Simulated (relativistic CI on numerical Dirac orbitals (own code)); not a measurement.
**Slater and spin-orbit integrals, In17+**

These numbers are calculated, not measured: Dirac-Coulomb-Breit CI, orbitals from a KLI potential per configuration, a model potential for QED, unscaled Slater integrals (own radial code, finite nucleus).

Slater integrals F^k, G^k are unscaled and averaged over j, outside the closed core [Ar] 3d10; ζ comes from projecting the Hamiltonian with its Breit term on Σ l·s of the shell.

- 4s2 4p2: F^2(4p,4p) = 132530, ζ(4p) = 50757 cm⁻¹; <r>(4p) = 0.784, <r^2>(4p) = 0.693 (bohr units).
- 4s 4p3: F^2(4p,4p) = 132530, G^1(4s,4p) = 174310, ζ(4p) = 50664 cm⁻¹; <r>(4s) = 0.7557, <r^2>(4s) = 0.6405, <r>(4p) = 0.784, <r^2>(4p) = 0.693 (bohr units).
- 4p4: F^2(4p,4p) = 132390, ζ(4p) = 50579 cm⁻¹; <r>(4p) = 0.7848, <r^2>(4p) = 0.6944 (bohr units).

Averages of the first 10 configurations, taken without configuration mixing, which lowers the lowest level and can move excited configurations by several eV; other configurations of the list can lie among them:

| Configuration | Parity | States | Average energy above the lowest level (eV) |
| --- | --- | --- | --- |
| 4s2 4p2 | even | 15 | 14.9 |
| 4s 4p3 | odd | 40 | 64.1 |
| 4p4 | even | 15 | 119.2 |
| 4s2 4p 4d | odd | 60 | 91.0 |
| 4s 4p2 4d | even | 300 | 137.6 |
| 4s2 4p 4f | even | 84 | 167.4 |
| 4s 4p2 4f | odd | 420 | 214.2 |
| 4p3 4d | odd | 200 | 190.1 |
| 4s 4p 4d2 | odd | 540 | 212.8 |
| 4s2 4d 4f | odd | 140 | 243.8 |
